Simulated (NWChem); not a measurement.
# Correlation energy of C2H5S

```xyz
8

C      1.4412     0.0450    -0.3101
S     -0.0149    -0.2934     0.5430
C     -1.2717     0.3927    -0.5807
H      2.3669    -0.3113     0.1446
H      1.4687     0.7973    -1.1015
H     -1.1104     1.4704    -0.7342
H     -1.2543    -0.1291    -1.5488
H     -2.2494     0.2405    -0.1028
```
Charge 0, spin multiplicity 2.

Program: NWChem. The geometry was optimised at UB3LYP/def2-SVP, a minimum by its harmonic frequencies. It is one conformer; others weren't searched.

Basis set: def2-SVP. Each correlation energy counts from its own Hartree-Fock reference.

The correlated methods keep 7 core orbitals frozen. The structure started from a generated list of species. No SCF solution was tested for a lower state. Open-shell Hartree-Fock references start from PBE0 orbitals. No row is a measurement; the coupled-cluster row has its own basis-set and correlation limits.

| method | correlation energy (mHa) |
|---|---|
| UMP2 | -397.0 |
| SCS-UMP2 | -397.5 |
| CCSD on UHF | [?] |
| CCSD[T] on UHF | -457.5 |
| CCSD(T) on UHF | -456.8 |
| CCSD on ROHF | -448.8 |
| CCSD[T] on ROHF | -463.0 |
| CCSD(T) on ROHF | [?] |

**Question.** Fill in the missing entries.

**Answer.** 
- CCSD on UHF, correlation energy (mHa): -443.7
- CCSD(T) on ROHF, correlation energy (mHa): -462.3
